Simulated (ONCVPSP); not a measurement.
# Scattering properties, ONCV potential for Br

```
Element                 : bromine (Br)
Generator               : ONCVPSP 4.0.1
Type                    : optimised norm-conserving Vanderbilt (ONCV)
Functional              : PBE
Relativity              : scalar-relativistic
Frozen core             : [Ar]
Valence charge          : 17
Reference configuration : 3d10 4s2 4p5
Partial waves           : 4s: rc 1.55 bohr, ncon 4, nbas 8, qcut 4.9 1/bohr, 3 projectors, debl 1.5 Ha; 4p: rc 1.40 bohr, ncon 4, nbas 8, qcut 5.1 1/bohr, 2 projectors, debl 1.2 Ha; 3d: rc 0.60 bohr, ncon 3, nbas 7, qcut 25.9 1/bohr, 2 projectors, debl 3 Ha; f scattering state at 0.11 Ha: rc 1.30 bohr, ncon 4, nbas 7, qcut 8.6 1/bohr, 3 projectors, debl 1.6 Ha
Local potential         : polynomial inside 0.45 bohr (lpopt 4, dvloc0 1 Ha)
Core correction         : none
```

The phase is arctan(r·R′/R) of the radial function R(r), unwrapped; energies in Ha, scanned from -4 to 5 Ha. A pole is an energy at which the radial function vanishes at the test radius. The pseudo phase is shifted by a multiple of π to meet the all-electron one at the reference energy, and phase errors are pseudo minus all-electron; the curves can meet again beyond the range given. Levels narrower than the energy grid can be missing from the lists of poles.

Problem. For each channel, where are the poles, and over which energies does the pseudopotential scatter like the atom?

Solution.

```csv
channel,radius (bohr),reference energy (Ha),"poles, all-electron","poles, pseudo",unbroken range about the reference energy with phases within 0.05 rad,phase error 1 Ha above the reference energy (rad)
s,1.58,-0.74,1.91,1.91,the whole range,-0.000
p,1.42,-0.29,4.45,"-1.78, 4.41",above -1.7,+0.000
d,0.61,-2.45,none,none,the whole range,-0.000
f,1.32,0.11,none,none,the whole range,+0.000
```

Note: ghosts flagged at negative energy: s at -223.1 eV, p at -48.4 eV, f at -11436.2 eV; GHOST(+) flagged for s at 303.6 eV. A true bound ghost makes a file unfit for plane-wave use.

Phases in the p channel:

| E (Ha) | all-electron | pseudo |
| --- | --- | --- |
| -3.98 | 1.203 | 4.327 |
| -3.74 | 1.181 | 4.306 |
| -3.50 | 1.157 | 4.283 |
| -3.26 | 1.129 | 4.256 |
| -3.02 | 1.097 | 4.224 |
| -2.78 | 1.060 | 4.186 |
| -2.54 | 1.015 | 4.141 |
| -2.30 | 0.962 | 4.084 |
| -2.06 | 0.896 | 4.008 |
| -1.82 | 0.814 | 3.729 |
| -1.58 | 0.709 | 0.729 |
| -1.34 | 0.576 | 0.582 |
| -1.10 | 0.406 | 0.408 |
| -0.86 | 0.196 | 0.196 |
| -0.62 | -0.048 | -0.047 |
| -0.38 | -0.300 | -0.300 |
| -0.14 | -0.533 | -0.533 |
| 0.10 | -0.728 | -0.728 |
| 0.34 | -0.883 | -0.883 |
| 0.58 | -1.005 | -1.005 |
| 0.82 | -1.100 | -1.100 |
| 1.06 | -1.176 | -1.176 |
| 1.30 | -1.237 | -1.237 |
| 1.54 | -1.288 | -1.288 |
| 1.78 | -1.330 | -1.330 |
| 2.02 | -1.366 | -1.366 |
| 2.26 | -1.397 | -1.397 |
| 2.50 | -1.424 | -1.424 |
| 2.74 | -1.448 | -1.448 |
| 2.98 | -1.470 | -1.470 |
| 3.22 | -1.489 | -1.490 |
| 3.46 | -1.507 | -1.508 |
| 3.70 | -1.524 | -1.525 |
| 3.94 | -1.540 | -1.541 |
| 4.18 | -1.555 | -1.557 |
| 4.42 | -1.569 | -1.572 |
| 4.66 | -1.583 | -1.586 |
| 4.90 | -1.596 | -1.601 |
